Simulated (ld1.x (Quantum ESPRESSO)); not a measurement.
**Configuration tests for cobalt (PAW)**

- Element: cobalt
- Generator: ld1.x (Quantum ESPRESSO) 7.5
- Type: PAW
- Functional: LDA (PZ)
- Relativity: scalar-relativistic
- Frozen core: [Ne] 3s2
- Valence charge: 15
- Reference configuration: 3p6 3d7 4s2 4p0
- Partial waves: 4s (bound): rcut 1.85, rcutus 2.20 bohr; 4s channel at 2.75 Ry: rcut 1.85, rcutus 2.20 bohr; 3p (bound): rcut 1.15, rcutus 1.35 bohr; 4p (bound, empty): rcut 1.15, rcutus 1.35 bohr; 3d (bound): rcut 1.00, rcutus 1.10 bohr; 3d channel at 0.62 Ry: rcut 1.00, rcutus 1.10 bohr
- Local potential: all-electron potential smoothed inside 1.30 bohr (lloc = -1)
- Core correction: Bessel-smoothed model core, default radius (core density twice the valence density)
- Augmentation charge: PSQ, inside the norm-conserving radii

Energies are relative to the spin-unpolarised reference configuration 3p6 3d7 4s2 4p0; without spin polarisation the order of configurations can differ from experiment. Spin-polarised rows fill each open shell by Hund’s rule, majority spin first.

```tsv
valence configuration	charge	ΔE all-electron (eV)	error AE − PS (meV)
3p6 3d7 4s1 4p0	+1	9.296	-1.7
3p6 3d7 4s0 4p0	+2	26.380	-4.1
3p6 3d6 4s2 4p0	+1	15.460	-12
3p5 3d7 4s2 4p0	+1	73.421	-43
3p6 3d7 4s1.5 4p0	+0.5	3.721	-0.6
3p6 3d8 4s0 4p0	+1	6.705	-15
3p6 3d7 4s2 4p0 (spin-polarised)	0	-1.983	-3.8
```

(1) What are ΔE and the potential's error for 3p6 3d6 4s0 4p0?

(2) What are ΔE and the potential's error for 3p6 3d7 4s1 4p0 (spin-polarised)?

Note: ghost state, extra bound levels that the all-electron valence spectrum of the same l lacks: s at -20.9 eV. A true bound ghost makes a file unfit for plane-wave use.

Answers

(1) ΔE = 62.569 eV all-electron; the error (AE − PS) is -28 meV.

(2) ΔE = 6.717 eV all-electron; the error (AE − PS) is -4.9 meV.
